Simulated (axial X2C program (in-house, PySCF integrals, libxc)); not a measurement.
# How long does NbSn take?

A bond scan computed with an axial X2C code built on PySCF integrals. Basis: Sn dyall-cv3z [11s12p9d4f1g], Nb dyall-cv3z [11s12p9d5f3g] (cores contracted in-house).

The run was started with this input:
```json
{"zs": [50, 41], "q": 0, "bas": ["dyall-cv3z", "dyall-cv3z"], "levels": ["PBE0", "HF", "PBE"], "cc": true, "r0": 2.87, "thr": -1.0, "nmax": 90, "npts": 10, "nst": 2, "ntry": 6}
```
```bash
python so2c.py task.json out
```

Keys: zs atomic numbers; q charge; bas basis sets; levels methods; cc coupled cluster on or off; r0 starting distance in Å; thr threshold in hartree for freezing inner shells (an s shell follows its p shell); nmax most natural virtual spinors; npts points on the curve; nst determinants followed; ntry starts of the search. HF also brings MP2.

Hardware: 1 thread of Arm Neoverse V1, on a shared host.

Wall time of one point of each curve, integrals apart:

```
Hamiltonian                               level  points  seconds a point
  spin-free                                PBE0       6              1.3
  spin-free                                  HF       6              1.1
  spin-free  CCSD(T) (9 electrons, 89 virtuals)       6                5
  spin-free                                 PBE       6             0.68
         2c                                PBE0       6              2.5
         2c                                  HF       6              3.6
         2c  CCSD(T) (9 electrons, 90 virtuals)       6              8.2
         2c                                 PBE       6             0.81
```

The rest:

Search with its distance optimisation 100 s, atoms 15 s, whole task 270 s. Coupled cluster runs on the points near the minimum only. The program drops outer points, and coupled cluster, when its time limit (not in the input) nears; MP2, further determinants and curves that did not converge are not in the table.
